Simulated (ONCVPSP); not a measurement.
## Os, ONCV: configuration errors across variants

```
Element                 : Os (Z = 76)
Generator               : ONCVPSP 4.0.1
Type                    : optimised norm-conserving Vanderbilt (ONCV)
Functional              : PBEsol
Relativity              : scalar-relativistic
Frozen core             : [Kr] 4d10 4f14
Valence charge          : 16
Reference configuration : 5s2 5p6 5d6 6s1.5 (charge +0.5)
Partial waves           : 5s+6s: rc 1.85 bohr, ncon 4, nbas 7, qcut 7 1/bohr, 2 projectors; 5p: rc 1.15 bohr, ncon 4, nbas 7, qcut 5.7 1/bohr, 1 projector; 5d: rc 1.50 bohr, ncon 4, nbas 9, qcut 6.2 1/bohr, 2 projectors, debl 1.4 Ha; f scattering state at 0.27 Ha: rc 1.75 bohr, ncon 4, nbas 7, qcut 7.2 1/bohr, 3 projectors, debl 2.3 Ha
Local potential         : polynomial inside 0.95 bohr (lpopt 5, dvloc0 0 Ha)
Core correction         : Teter function, fcfact 4.5, rcfact 1.5
```

All-electron excitation energies from the reference (eV): (1) 5s2 5p6 5d6 6s2 -3.936; (2) 5s2 5p6 5d6 6s1 5.688; (3) 5s2 5p6 5d6 6s0 22.628; (4) 5s2 5p6 5d4 6s0 93.017.

A true bound ghost makes a file unfit for plane-wave use even where its test errors are small: the radial tests pick states by their node count and pass the ghost by.

Errors AE − PS in meV (a dash: test not solved or not reliable):

| change | (1) | (2) | (3) | (4) | bound ghosts | GHOST(+) flags above zero |
| --- | --- | --- | --- | --- | --- | --- |
| base | +0.9 | -2.6 | -15 | -38 | s, f | p, f |
| core correction Teter function, fcfact 1.6, rcfact 1.5 | +1.1 | -2.5 | -13 | -34 | s, f | p, f |
| core correction Teter function, fcfact 3.3, rcfact 1.5 | +1.0 | -2.6 | -14 | -36 | s, f | p, f |
| core correction Teter function, fcfact 4.3, rcfact 1.5 | +0.9 | -2.6 | -15 | -38 | s, f | p, f |
| core correction Teter function, fcfact 5.1, rcfact 1.5 | +0.9 | -2.7 | -15 | -40 | s, f | p, f |
| core correction Teter function, fcfact 5.7, rcfact 1.5 | +0.9 | -2.7 | -16 | -41 | s, f | p, f |
| core correction Teter function, fcfact 6.5, rcfact 1.5 | +0.9 | -2.7 | -16 | -43 | s, f | p, f |
| core correction Teter function, fcfact 7.6, rcfact 1.5 | +0.8 | -2.8 | -17 | -46 | s, f | p, f |

Q: Give the same row for: core correction Teter function, fcfact 2.6, rcfact 1.5.

A: +1.0, -2.5, -14, -35; bound ghosts: s, f; GHOST(+) flags above zero: p, f.
